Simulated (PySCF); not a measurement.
Stepwise substitution at one centre (Ga OH-SiH3). All species are isolated molecules in the gas phase. One relaxed conformer stands for each flexible species; it need not be the lowest. Strings in code marks are SMILES.

The LUMO from two functionals at the same geometries (PBE0-D3(BJ)/def2-TZVP), both in PySCF: PBE-D3(BJ)/def2-TZVP and TPSSh-D3(BJ)/def2-TZVP. 

```
species                                                                                               PBE-D3(BJ)/def2-TZVP (eV)
----------------------------------------------------------------------------------------------------  -------------------------
0 of 3 OH replaced by SiH3 (`[OH][Ga]([OH])[OH]`)                                                                         -1.84
1 of 3 OH replaced by SiH3 (`[OH][Ga]([OH])[SiH3]` (H–O–Ga–Si torsion -179°, Si–Ga–O–H torsion -1°))                      -1.85
2 of 3 OH replaced by SiH3 (`[OH][Ga]([SiH3])[SiH3]` (H–O–Ga–Si torsion 1°))                                              -2.65
3 of 3 OH replaced by SiH3 (`[Ga]([SiH3])([SiH3])[SiH3]`)                                                                 -3.37
```

Task: What does TPSSh-D3(BJ)/def2-TZVP give for each?

Result: 
- 0 of 3 OH replaced by SiH3 (`[OH][Ga]([OH])[OH]`): -1.26
- 1 of 3 OH replaced by SiH3 (`[OH][Ga]([OH])[SiH3]` (H–O–Ga–Si torsion -179°, Si–Ga–O–H torsion -1°)): -1.42
- 2 of 3 OH replaced by SiH3 (`[OH][Ga]([SiH3])[SiH3]` (H–O–Ga–Si torsion 1°)): -2.24
- 3 of 3 OH replaced by SiH3 (`[Ga]([SiH3])([SiH3])[SiH3]`): -2.96
Over these rows, drawn at random from the members with no instability flagged (it was tested for open shells, ions and some series alone), PBE minus TPSSh-D3(BJ): mean -0.46 eV, from -0.58 eV to -0.41 eV.
